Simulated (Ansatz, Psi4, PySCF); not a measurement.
H₁₀Si₅, triplet, at the geometry of the source list (a higher spin typed on purpose: for a closed-shell molecule this is an excited state) (in this run its highest filled SCF level lies above zero, so its values depend strongly on the basis, on diffuse functions most of all). Base run: BLYP/STO-3G in PySCF.

Input for PySCF:
```python
from pyscf import gto, scf, dft

mol = gto.M(
    atom='''
Si    0.795300    1.189000    1.369000
Si    1.877100   -0.564100    0.269700
Si    0.269800   -1.679800   -1.008300
Si   -1.715200   -0.452200   -0.877500
Si   -1.230300    1.528100    0.259900
H     0.548800    0.830800    2.773800
H     1.614600    2.401400    1.465300
H     2.578300   -1.463800    1.193100
H     2.954700   -0.051900   -0.588000
H     0.080200   -3.060300   -0.546500
H     0.707700   -1.847100   -2.399400
H    -2.751100   -1.217500   -0.170000
H    -2.311100   -0.215300   -2.197500
H    -1.105100    2.641700   -0.691900
H    -2.313600    1.961000    1.148300
''',
    basis='sto-3g',
    charge=0,
    spin=2,
    verbose=4,
)

mf = dft.UKS(mol)
mf.xc = 'blyp'
mf.kernel()
```

The same geometry, method and basis name were run in Ansatz (a program for electronic structure) and Psi4 and PySCF, at each program's defaults and at the settings that a row names. The base is PySCF at its defaults. Differences at the defaults can come from grids, fitting, cores and function types together.

```
code and settings                                                                             ΔE vs base (mEh)  basis functions       E (Eh)  SCF cycles  dipole (D)
--------------------------------------------------------------------------------------------  ----------------  ---------------  -----------  ----------  ----------
PySCF, defaults (exact integrals, its default grid, spherical functions)                                 0.000               55  -1436.24760          20        0.06
Psi4, defaults (density fitting with its default set, its default grid, spherical functions)            -3.820               55  -1436.25142          13        0.06
Ansatz, defaults (factorised integrals, its default grid, spherical functions)                          -0.003               55  -1436.24760           -           -
PySCF, density fitting with def2-universal-jkfit                                                        -3.817               55  -1436.25142          20        0.06
PySCF, fine grid                                                                                        -0.002               55  -1436.24760          20        0.06
Psi4, exact integrals, spherical functions, fine grid                                                    0.000               55  -1436.24760          18        0.06
Ansatz, high accuracy                                                                                   -0.001               55  -1436.24760           -           -
```

Open shells are given as the SCF converged; they aren't shown to be the lowest states, and a large step between rows can be another state.
